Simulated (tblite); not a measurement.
Compound: C₄H₉FNSi₂ (doublet state).
Structure used (GFN2-xTB), in Å, numbered top down from 1:
```
atom  x, y, z in Å
C1    -4.6426    1.3279    1.1611
C2    -3.6375    0.7310    0.8930
Si3   -2.0960   -0.2706    0.5262
C4    -0.9468    0.9567   -0.3639
Si5    0.7741    0.2676   -0.7285
F6     0.6293   -1.1548   -1.4799
N7     1.5125   -0.1165    0.7658
C8     2.7082   -0.9220    0.8841
H9    -1.5635   -0.7055    1.8235
H10   -2.4898   -1.3968   -0.3250
H11   -1.4034    1.2527   -1.3073
H12   -0.8564    1.8685    0.2243
H13    1.5320    1.0602   -1.6945
H14    1.4286    0.5412    1.5251
H15    2.7111   -1.4434    1.8425
H16    3.6231   -0.3257    0.8081
H17    2.7100   -1.6584    0.0850
```

Computed geometry: GFN2-xTB, gas phase. This method treats the open shell by occupation alone, without spin polarisation.

Masses are those of the commonest isotopes; rigid-rotor values at the optimised geometry. The values belong to one conformer with, in the numbering `[C:1]#[C:2][SiH2:3][CH2:4][Si@H:5]([F:6])[NH:7][CH3:8]`, C2–Si3–C4–Si5 175°, Si3–C4–Si5–F6 51°, C4–Si5–N7–C8 166°.

**Question.** What are A, B and C (MHz)?

**Answer.** Ia = 162.44, Ib = 810.47, Ic = 856.30 u·Å²; 505379 MHz·u·Å²/I gives A = 3111, B = 623.6, C = 590.2 MHz.

**Question.** What kind of rotor is it?

**Answer.** A near-prolate asymmetric top. Ray's parameter κ = (2B − A − C)/(A − C) = -0.974; −1 is the prolate and +1 the oblate limit.

**Question.** What does the inertial defect say?

**Answer.** Not planar: Δ = Ic − Ia − Ib = -116.62 u·Å². For a rigid frame Δ = −2 Σ m c², so Σ m c² = 58.31 u·Å² lies off the ab plane: 13.67 from hydrogen and 44.64 from heavier atoms. The atom farthest from that plane is 1.75 Å away.

**Question.** Where do the levels up to J = 4 lie, in cm⁻¹?

**Answer.** Above 0(0,0):
J = 1: 1(0,1) 0.0405, 1(1,1) 0.1235, 1(1,0) 0.1246
J = 2: 2(0,2) 0.1214, 2(1,2) 0.2033, 2(1,1) 0.2067, 2(2,1) 0.4556, 2(2,0) 0.4556
J = 3: 3(0,3) 0.2429, 3(1,3) 0.3231, 3(1,2) 0.3298, 3(2,2) 0.5771, 3(2,1) 0.5771, 3(3,1) 0.9947, 3(3,0) 0.9947
J = 4: 4(0,4) 0.4047, 4(1,4) 0.4828, 4(1,3) 0.4939, 4(2,3) 0.7390, 4(2,2) 0.7392, 4(3,2) 1.1567, 4(3,1) 1.1567, 4(4,1) 1.7414, 4(4,0) 1.7414
The levels of one J sum to (2J + 1)J(J + 1)(A + B + C)/3.

For this open shell read J as N, the rotation without spin; fine and hyperfine splittings come on top. Its GFN2-xTB frequencies are all real (lowest 25 cm⁻¹). Zero-point vibration and centrifugal distortion are left out.

Time: 1.5 s. Hardware: one thread, Intel Xeon at 2.70 GHz (x86_64), shared host with 64 logical CPUs at a one-minute load of 10. This is the geometry optimisation.
